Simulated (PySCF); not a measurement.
Compound: CH7NPSi4 (doublet state).
Geometry (GFN2-xTB, Å), atoms numbered from 1 in this order:
```xyz
14
CH7NPSi4 angstrom
N     -1.649    1.205   -3.123
C     -1.683    0.809   -2.047
Si    -1.634    0.160   -0.301
Si    -0.217   -1.739   -0.170
Si     1.370   -0.436    1.085
P      3.376   -0.210    0.274
Si    -0.128    1.448    1.004
H     -3.075    0.091   -0.015
H     -0.792   -2.897    0.527
H      0.242   -2.296   -1.446
H      1.554   -0.938    2.458
H      2.929    0.228   -0.964
H     -0.663    1.887    2.299
H      0.370    2.687    0.398
```

The hyperfine couplings belong to this conformer and change with its torsions.

Identity: `N#C[Si@H]1[SiH2][Si@@H]([PH])[SiH2]1` [radical].

Computed with UKS B3LYP, pcH-1 on C H N P Si, non-relativistic, mean-field spin-orbit, GIAO in PySCF. The structure is a single GFN2-xTB conformer in the gas phase; no vibrational or solvent corrections. A GFN2-xTB geometry isn't a minimum of the functional, and hyperfine couplings can be far from their values at a DFT geometry, by a factor of two or more for some ions and for spin on atoms past the first row. The SCF solution wasn't tested for stability.

Mulliken spin populations: N1 +0.004, C2 -0.004, Si3 +0.023, Si4 +0.057, Si5 -0.057, P6 +0.941, Si7 +0.060, H8 -0.002, H9 +0.004, H10 -0.001, H11 0.000, H12 -0.028, H13 +0.004, H14 -0.001.

(1) What dipolar couplings does the calculation give for H8, H9, H10, H11, H13, H14?

(2) Estimate them with point dipoles: put each population ρk at its nucleus, leave out the nucleus itself and the atom bound to it, and sum T = Σ [ρk/(2S)]·C·(3 n nᵀ − 1)/r³ with C = μ0 gₑ μB g_N μN/(4π h) = 79.06 MHz Å³.

(3) If all the spin sat on P6, T∥ = 2C/r³. What distance does the computed T3 of H14 then imply?

Answers

(1) 
```
atom         position  distance from P6 (Å)  T1 (MHz)     T2    T3
  H8  4 bonds from P6                  6.46     -0.69  -0.09  0.77
  H9  3 bonds from P6                  4.96     -1.19  -0.42  1.61
 H10  3 bonds from P6                  4.14     -1.65  -0.58  2.23
 H11  2 bonds from P6                  2.94     -1.96  -1.77  3.74
 H13  3 bonds from P6                  4.98     -1.21  -0.41  1.62
 H14  3 bonds from P6                  4.18     -1.65  -0.56  2.21
```

(2) 
```json
{"atom": "H8", "T1 (MHz)": "-0.47", "T2": "-0.26", "T3": "0.74", "T3, computed": "0.77", "difference in T3 (%)": "-5"}
{"atom": "H9", "T1 (MHz)": "-0.59", "T2": "-0.37", "T3": "0.97", "T3, computed": "1.61", "difference in T3 (%)": "-40"}
{"atom": "H10", "T1 (MHz)": "-1.00", "T2": "-0.82", "T3": "1.82", "T3, computed": "2.23", "difference in T3 (%)": "-19"}
{"atom": "H11", "T1 (MHz)": "-2.97", "T2": "-2.59", "T3": "5.55", "T3, computed": "3.74", "difference in T3 (%)": "+49"}
{"atom": "H13", "T1 (MHz)": "-0.59", "T2": "-0.37", "T3": "0.95", "T3, computed": "1.62", "difference in T3 (%)": "-41"}
{"atom": "H14", "T1 (MHz)": "-0.97", "T2": "-0.80", "T3": "1.77", "T3, computed": "2.21", "difference in T3 (%)": "-20"}
```

In T3 the estimate is closest for H8 (-5 %, 6.46 Å from P6) and worst for H11 (+49 %, 2.94 Å).

(3) r = (2 × 79.06/2.21)^(1/3) = 4.15 Å, against 4.18 Å in the structure.

Time: 2.4 min of wall time (grids of density and orbitals included); peak memory 1.1 GiB. Hardware: Arm Neoverse V1, one thread, shared host.
